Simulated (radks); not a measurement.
Question: These are the eigenvalues of the occupied orbitals of an atom or ion with whole-number occupations (hartree). Calculated with a radial shooting solver on a logarithmic mesh with Libxc functionals: non-relativistic Kohn-Sham, LDA (Slater exchange, Perdew-Wang correlation), spin-unpolarised, spherical densities, point nucleus.

1s: -2147.231
2s: -349.7385
2p: -334.6789
3s: -78.80804
3p: -71.88449
3d: -58.93921
4s: -15.42991
4p: -12.59756
4d: -7.46034
5s: -2.21591
5p: -1.44967
4f: -0.91479
6s: -0.38683

Which element is it, and in what charge state? The configuration may be excited.

Answer: Z = 71, lutetium, charge +1: Lu+ in [Xe] 4f14 6s2. The list shows which subshells hold electrons but not how many an open one holds; the 1s level, -2147.2 hartree, gives Z - s = 65.5 by -(Z - s)^2/2, which with screening narrows Z to a few neighbours, and the depths of the outer levels then fix element, charge and occupations together.
